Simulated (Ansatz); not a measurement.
Molecule: sum formula H8Si3NO, net charge 0, doublet state. It need not be the lowest isomer of its formula. 
Geometry from a B3LYP-D3(BJ)/def2-TZVP (Ansatz, an electronic-structure program) optimisation:
```
N
H 1 1.0129
Si 1 1.7310 2 115.07
O 3 1.6458 1 111.47 2 -63.35
Si 4 1.6429 3 143.83 1 -0.34
Si 1 1.7384 2 114.98 3 174.70
H 6 1.4774 1 107.33 2 177.48
H 5 1.4779 4 108.35 3 162.75
H 5 1.4811 8 109.70 4 -120.47
H 5 1.4830 8 109.38 9 -119.32
H 6 1.4833 7 109.47 1 -121.81
H 6 1.4836 7 109.87 11 -117.86
H 3 1.4903 4 108.76 5 116.58
```
Charge 0, spin multiplicity 2.

Atomisation energy built up term by term with Ansatz (kcal/mol; UHF references for open shells; valence terms freeze the core; atomic spin-orbit terms are left out). CBS(X,Y): correlation extrapolated as X^-3; Hartree-Fock from the larger set.

| term | basis | kcal/mol |
|---|---|---|
| Hartree-Fock | cc-pV(Q+d)Z | [?] |
| CCSD correlation | CBS(cc-pV(T+d)Z,cc-pV(Q+d)Z) | 253.55 |
| (T) | CBS(cc-pV(T+d)Z,cc-pV(Q+d)Z) | [?] |
| core correlation | cc-pwCVTZ | 0.44 |
| scalar relativity (X2C) | cc-pVTZ-DK against cc-pVTZ | -2.71 |
| sum: De |  | [?] |

Task: What belongs in the gaps?

Result: 
- Hartree-Fock, kcal/mol: 758.34
- (T), kcal/mol: 12.97
- sum: De, kcal/mol: 1022.6
